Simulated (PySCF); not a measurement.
## PbCl: mean field, correlation and small terms against distance

State: ²Π, doublet, unpaired electrons π ↑. ROHF-based CCSD(T) in PySCF 2.14 with Pb cc-pwCVDZ-PP with ECP60, Cl aug-cc-pV(D+d)Z and Pb cc-pwCVTZ-PP with ECP60, Cl aug-cc-pV(T+d)Z (frozen core orbitals: 9; scalar-relativistic core potentials). Correlation energies are extrapolated as n⁻³ (n = 2, 3), Hartree–Fock as (n+1)·exp(−9√n). All energies in eV from Pb + Cl.

| R (Å) | HF/CBS | CCSD corr. | (T) | total |
| --- | --- | --- | --- | --- |
| 2.2839 | -2.370 | -0.975 | -0.1582 | -3.504 |
| 2.3832 | -2.590 | -0.938 | -0.1594 | -3.688 |
| 2.4825 | -2.656 | -0.906 | -0.1607 | -3.723 |
| 2.5818 | -2.618 | -0.877 | -0.1618 | -3.657 |
| 2.7059 | -2.476 | -0.844 | -0.1630 | -3.483 |
| 2.8300 | -2.270 | -0.816 | -0.1640 | -3.250 |

A fit to the total gives Re = 2.4613 Å, De = 3.725 eV, ωe = 316.6 cm⁻¹, Be = 0.09296 cm⁻¹ (masses 207.9766 and 34.9689 u).

At R = 2.4825 Å the CCSD correlation energy is -0.498270 hartree in the smaller basis and -0.669997 in the larger. Extrapolate it.

(3³·E3 − 2³·E2)/(3³ − 2³) = -0.74230 hartree; the larger basis holds 90.3 % of it.

The T1 diagnostic is 0.015. The state was picked by a PBE0 search and need not be the measured ground state. Spin–orbit coupling, excitations beyond (T) and corrections to the Born–Oppenheimer picture are left out, and spin–orbit coupling matters for open p, d or f shells this heavy.
